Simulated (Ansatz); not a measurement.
InSn₂. Total charge 0; doublet. Geometry PBE-D4/def2-SVP.

```xyz
3

In    0.366   -1.709    0.767
Sn    0.947    1.088   -1.112
Sn   -1.313    0.621    0.344
```

In the def2 sets In, Sn take a core potential; there is no spin–orbit coupling. HSE06 is defined as in plane-wave codes, on full-range PBE exchange. At r2SCAN-D4/def2-TZVPD, PBE0-D4/def2-SVP, HSE06-D4/def2-TZVP the charge 0 doublet is spin-contaminated (final ⟨S²⟩ up to 1.10, 0.75 for a pure state). The structure comes from a short search, and lower isomers may exist.

Estimate the α-spin orbital energies around the gap (eV) in Ansatz with PBE-D4/def2-TZVP, PBE-D4/def2-TZVPD, r2SCAN-D4/def2-TZVPD, PBE0-D4/def2-SVP, HSE06-D4/def2-TZVP.


```tsv
orbital	PBE-D4/def2-TZVP	PBE-D4/def2-TZVPD	r2SCAN-D4/def2-TZVPD	PBE0-D4/def2-SVP	HSE06-D4/def2-TZVP
HOMO−9	-18.80	-18.83	-19.33	-21.46	-20.97
HOMO−8	-18.77	-18.79	-19.29	-21.43	-20.93
HOMO−7	-18.67	-18.70	-19.22	-21.35	-20.85
HOMO−6	-18.67	-18.69	-19.22	-21.35	-20.85
HOMO−5	-12.11	-12.13	-12.71	-13.72	-13.23
HOMO−4	-9.46	-9.49	-9.83	-10.57	-10.15
HOMO−3	-8.43	-8.45	-8.68	-9.47	-9.03
HOMO−2	-4.80	-4.82	-5.27	-5.60	-5.25
HOMO−1	-4.66	-4.68	-4.90	-5.42	-5.03
HOMO	-4.55	-4.56	-4.75	-5.21	-4.84
LUMO	-3.75	-3.77	-3.57	-3.19	-3.52
LUMO+1	-2.63	-2.65	-2.55	-2.04	-2.40
LUMO+2	-2.12	-2.15	-2.04	-1.53	-1.90
LUMO+3	-1.49	-1.52	-1.12	-0.77	-1.17
LUMO+4	-0.65	-0.72	-0.41	0.08	-0.42
LUMO+5	-0.40	-0.54	-0.10	0.47	-0.16
β HOMO	-4.42	-4.44	-4.65	-5.07	-4.70
β LUMO	-4.12	-4.14	-3.97	-3.49	-3.80
```
